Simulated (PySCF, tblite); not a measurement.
Isomers of C5H3ClOS, one GFN2-xTB conformer each. Single-point energies are computed at PBE0/pcSseg-1 (PySCF, gas phase, no added dispersion term), electronic only.

```csv
SMILES,GFN2-xTB relative energy (kcal/mol)
O=C(Cl)c1cccs1,0.0
O=C(Cl)c1ccsc1,0.0
C=CC(=O)C(Cl)=C=S,51.0
```

Conformers: `[O:1]=[C:2]([Cl:3])[c:4]1[cH:5][cH:6][cH:7][s:8]1` with O1–C2–C4–C5 180°; `[O:1]=[C:2]([Cl:3])[c:4]1[cH:5][cH:6][s:7][cH:8]1` with O1–C2–C4–C5 0°; `[CH2:1]=[CH:2][C:3](=[O:4])[C:5]([Cl:6])=[C:7]=[S:8]` with C1–C2–C3–O4 1°, C2–C3–C5–Cl6 1°.

What does PBE0/pcSseg-1 give for the same structures?

```csv
SMILES,PBE0/pcSseg-1 E (Eh),PBE0/pcSseg-1 (kcal/mol),GFN2-xTB (kcal/mol),point group
O=C(Cl)c1cccs1,-1125.28862,0.0,0.0,Cs
O=C(Cl)c1ccsc1,-1125.28850,0.1,0.0,Cs
C=CC(=O)C(Cl)=C=S,-1125.20330,53.5,51.0,Cs
```

Both levels put the same isomer lowest; measured from each level's own lowest isomer, the values differ by up to 2.5 kcal/mol (C=CC(=O)C(Cl)=C=S: 51.0 against 53.5). As drawn, the lowest has an aromatic ring, which the highest lacks; the highest has cumulated double bonds, a C=S bond and a C=C bond outside aromatic rings, which the lowest lacks. Neighbours under 2.5 kcal/mol apart (O=C(Cl)c1cccs1 and O=C(Cl)c1ccsc1) can change places with a better method, another conformer or zero-point energy.

Which frontier levels, dipoles and rotational constants go with these structures?

```json
{"SMILES": "O=C(Cl)c1cccs1", "HOMO (eV, PBE0/pcSseg-1)": "-7.85", "LUMO (eV)": "-2.43", "dipole (D)": "4.47", "A, B, C (MHz)": "3129, 1049, 785.4"}
{"SMILES": "O=C(Cl)c1ccsc1", "HOMO (eV, PBE0/pcSseg-1)": "-7.83", "LUMO (eV)": "-2.11", "dipole (D)": "3.73", "A, B, C (MHz)": "3331, 929.9, 727.0"}
{"SMILES": "C=CC(=O)C(Cl)=C=S", "HOMO (eV, PBE0/pcSseg-1)": "-7.06", "LUMO (eV)": "-3.27", "dipole (D)": "1.32", "A, B, C (MHz)": "2171, 928.7, 650.4"}
```

What happens when harmonic zero-point energies from GFN2-xTB frequencies are added?

| SMILES | ZPE (kcal/mol) | electronic (kcal/mol) | with ZPE (kcal/mol) |
| --- | --- | --- | --- |
| O=C(Cl)c1cccs1 | 40.9 | 0.0 | 0.0 |
| O=C(Cl)c1ccsc1 | 40.8 | 0.1 | 0.1 |
| C=CC(=O)C(Cl)=C=S | 39.2 | 53.5 | 51.9 |

The zero-point energies span 1.7 kcal/mol. The order is unchanged.
